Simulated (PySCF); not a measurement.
Does the structure fit the spectrum?

A compound C₅H₁₀O₂ gives the data below (simulated from a calculation) and was assigned the structure `COC(=O)C(C)C`.

$^{13}$C{$^{1}$H} NMR (computed): δ 177.1 (C), 71.2 (CH), 23.3 (CH3, 2C), 22.8 (CH3).

$^{1}$H NMR (400 MHz, computed): δ 5.07 (sept, 1H), 1.94 (s, 3H), 1.16 (d, 6H).

Theoretical values (PySCF): σ from GIAO-B97-2/pcSseg-2, geometry from PBE0-D3(BJ)/def2-TZVP. No relativistic terms, no solvent model, rapidly exchanging positions averaged, one conformer.

Chemical shifts δ = σref − σ; $^{1}$H, $^{13}$C against TMS, all at this level.

Question: Compare with the shifts computed for the proposed structure, pairing carbons in order of shift.

Answer: Atoms are numbered as in `[CH3:1][O:2][C:3](=[O:4])[CH:5]([CH3:6])[CH3:7]`; H(Xn) means a hydrogen on atom n.

| atom | computed for proposal | given list | difference |
| --- | --- | --- | --- |
| C3 | 185.7 | 177.1 | +8.6 |
| C1 | 54.6 | 71.2 | -16.6 |
| C5 | 38.5 | 23.3 | +15.2 |
| C6 | 21.9 | 23.3 | -1.4 |
| C7 | 21.9 | 22.8 | -0.9 |

The rms difference is 10.8 ppm and the largest -16.6 ppm at C1 (methyl carbon bonded to O). The carbon types in order of shift don't match either: C, CH3, CH, CH3, CH3 for the proposal against C, CH, CH3, CH3, CH3 in the data. The proposal doesn't fit.

Question: Which isomer fits?

Answer: SMILES CC(=O)OC(C)C.

1. Carbon types of the structure: 1 × C, 1 × CH, 3 × CH3, which accounts for all hydrogens.
2. δC 177.1: ester carbonyl carbon; it is a carbonyl in resonance with an O or N lone pair, the region of acids, esters and amides.
3. δC 71.2: sp3 CH bonded to O; pulled downfield by the heteroatom.
4. δC 22.8: methyl carbon α to a carbonyl; the adjacent C=O deshields it moderately.
5. δH 1.94: hydrogen on a methyl carbon α to a carbonyl; α to C=O.

The data come from this structure; uniqueness wasn't tested.

Shifts are as computed. Against solution values, carbons near 30 ppm lie about +3 ppm off and those near 130 ppm about +7 ppm. Of 1211 compounds with measured shifts, 218 miss one by over three times the rms of a fit or turn the order of signals round; such compounds aren't used in these exercises. Multiplicities follow the n + 1 count of equivalent neighbours, as no J values were calculated; m marks all less simple cases, F and P coupling included.
